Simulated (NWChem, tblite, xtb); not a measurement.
# C2H4InN (SMILES [InH2][C]1=NC1): the dipole moment, rung by rung

C2H4InN has 8 atoms, charge 0, and is taken as a singlet. As SMILES, `[InH2][C]1=NC1`. The shape comes from GFN2-xTB, which is rough for such elements, and wasn't checked as a minimum.

```xyz
8

In   -0.9971    1.5975   -0.1810
C     0.1745   -0.1825    0.2281
N     1.0138   -0.5136    1.1095
C     0.8048   -1.4918    0.0136
H    -1.3450    1.9762   -1.8287
H    -1.5230    2.6125    1.1032
H     1.6105   -1.6019   -0.7022
H     0.2615   -2.3964    0.2576
```

Each level gives the dipole moment (D). The values are calculated.

```
                           level             kind  program  value (D)
                        GFN2-xTB   semi-empirical      xtb       2.01
                        GFN1-xTB   semi-empirical   tblite       3.02
                        GFN0-xTB   semi-empirical      xtb       3.43
                       IPEA1-xTB   semi-empirical   tblite       2.59
                       HF/STO-3G     Hartree–Fock   NWChem       2.91
    HF/def2-SVP (core potential)     Hartree–Fock   NWChem       2.54
                      PBE/STO-3G              GGA   NWChem       2.47
 BP86/def2-TZVP (core potential)              GGA   NWChem       2.09
  PBE0/def2-SVP (core potential)    global hybrid   NWChem       2.21
TPSSh/def2-TZVP (core potential)  hybrid meta-GGA   NWChem       2.16
```

All-electron rows without a relativistic Hamiltonian named are non-relativistic, while core potentials hold scalar relativity, so basis and relativity change together. The values span 2.01 to 3.43 D. Sets without polarisation functions give poor dipoles.
